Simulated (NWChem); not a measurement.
# C$_{4}$H$_{5}$N; SMILES C/C=C/C#N

All runs: NWChem. Pople sets run with spherical d functions. All runs use the structure optimised with PBE0/def2-SVP. Static field.

**Question.** Among these, which level gives the highest value of “anisotropy (bohr³)”?
(A) CAM-B3LYP/6-31+G*
(B) BHandHLYP/6-31+G*
(C) PBE/6-31+G*
(D) B3LYP/6-31+G*

**Answer.** C, PBE/6-31+G*. Values: BHandHLYP/6-31+G* 44.7; CAM-B3LYP/6-31+G* 45.2; B3LYP/6-31+G* 47.1; PBE/6-31+G* 49.4
